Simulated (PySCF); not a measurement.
## Electrostatic potential from atomic charges

Species: `N[Si@H](P)O[SiH2][SiH3]`. Coordinates (GFN2-xTB, Å) and charges (e) from the PBE0/pcSseg-1 density (PySCF):

```json
{"atom": "N1", "x": "-1.879", "y": "-1.681", "z": "0.191", "Mulliken": "-0.6246", "IAO": "-0.8528", "Hirshfeld": "-0.3212", "ESP-fitted": "-1.0174"}
{"atom": "Si2", "x": "-1.460", "y": "-0.151", "z": "0.852", "Mulliken": "+0.9130", "IAO": "+1.0943", "Hirshfeld": "+0.3892", "ESP-fitted": "+0.7694"}
{"atom": "P3", "x": "-2.759", "y": "1.307", "z": "-0.238", "Mulliken": "-0.2849", "IAO": "-0.1494", "Hirshfeld": "-0.0313", "ESP-fitted": "-0.3714"}
{"atom": "O4", "x": "0.105", "y": "0.089", "z": "0.516", "Mulliken": "-0.7404", "IAO": "-0.8885", "Hirshfeld": "-0.3059", "ESP-fitted": "-0.3738"}
{"atom": "Si5", "x": "1.276", "y": "0.688", "z": "-0.444", "Mulliken": "+0.6129", "IAO": "+0.7398", "Hirshfeld": "+0.3244", "ESP-fitted": "+0.4448"}
{"atom": "Si6", "x": "3.191", "y": "-0.318", "z": "0.335", "Mulliken": "+0.1271", "IAO": "+0.2595", "Hirshfeld": "+0.2117", "ESP-fitted": "+0.1411"}
{"atom": "H7", "x": "-1.325", "y": "-2.486", "z": "0.431", "Mulliken": "+0.1934", "IAO": "+0.2654", "Hirshfeld": "+0.1199", "ESP-fitted": "+0.3869"}
{"atom": "H8", "x": "-2.849", "y": "-1.933", "z": "0.097", "Mulliken": "+0.1946", "IAO": "+0.2655", "Hirshfeld": "+0.1166", "ESP-fitted": "+0.4040"}
{"atom": "H9", "x": "-1.458", "y": "-0.039", "z": "2.316", "Mulliken": "-0.1334", "IAO": "-0.1793", "Hirshfeld": "-0.0992", "ESP-fitted": "-0.2041"}
{"atom": "H10", "x": "-3.807", "y": "1.235", "z": "0.664", "Mulliken": "+0.0536", "IAO": "-0.0022", "Hirshfeld": "-0.0098", "ESP-fitted": "+0.1133"}
{"atom": "H11", "x": "-2.222", "y": "2.420", "z": "0.385", "Mulliken": "+0.0563", "IAO": "+0.0003", "Hirshfeld": "-0.0083", "ESP-fitted": "+0.0981"}
{"atom": "H12", "x": "0.912", "y": "0.403", "z": "-1.837", "Mulliken": "-0.0871", "IAO": "-0.1301", "Hirshfeld": "-0.0795", "ESP-fitted": "-0.0952"}
{"atom": "H13", "x": "1.205", "y": "2.149", "z": "-0.286", "Mulliken": "-0.1023", "IAO": "-0.1365", "Hirshfeld": "-0.0842", "ESP-fitted": "-0.1068"}
{"atom": "H14", "x": "4.369", "y": "0.495", "z": "0.008", "Mulliken": "-0.0695", "IAO": "-0.1040", "Hirshfeld": "-0.0803", "ESP-fitted": "-0.0784"}
{"atom": "H15", "x": "3.244", "y": "-0.530", "z": "1.788", "Mulliken": "-0.0497", "IAO": "-0.0875", "Hirshfeld": "-0.0682", "ESP-fitted": "-0.0538"}
{"atom": "H16", "x": "3.451", "y": "-1.639", "z": "-0.253", "Mulliken": "-0.0590", "IAO": "-0.0945", "Hirshfeld": "-0.0740", "ESP-fitted": "-0.0570"}
```

Points outside the species (Å): A (-4.4, 8.6, 3.1); B (7.7, -2.0, -6.3); C (-2.7, -4.9, 0.1); D (-3.6, 2.7, -3.8).

Problem. Find the potential V = 14.3996 V·Å × Σ q/r of each set of charges at these points.

Solution. In volts:

```csv
point,nearest atom,distance (Å),Mulliken,IAO,Hirshfeld,ESP-fitted
A,H11,7.09,+0.011,+0.003,-0.009,+0.001
B,H16,7.40,+0.003,+0.010,-0.001,-0.014
C,H7,2.80,+0.075,+0.076,+0.133,+0.352
D,P3,3.92,-0.168,-0.080,-0.010,-0.262
```

Problem. How far are the other sets from the ESP-fitted one at these points?

Solution. Root-mean-square difference: Mulliken 0.147 V, IAO 0.166 V, Hirshfeld 0.167 V. The ESP scheme is a least-squares fit of atom-centred charges to the potential on four shells outside the van der Waals surface, with the total charge fixed.

Problem. What energy would a point charge of -1 e have at C in the field of the ESP charges, leaving out polarisation?

Solution. -0.352 eV = -34.0 kJ/mol, an attraction.

The structure is a single GFN2-xTB conformer in the gas phase; no vibrational or solvent corrections.

The values belong to the conformer `[NH2:1][Si@H:2]([PH2:3])[O:4][SiH2:5][SiH3:6]`: N1–Si2–O4–Si5 93°, Si2–O4–Si5–Si6 -167°, H–N1–Si2–P3 171°, H–N1–Si2–P3 -48°, H–P3–Si2–N1 90°, H–P3–Si2–N1 -177°.
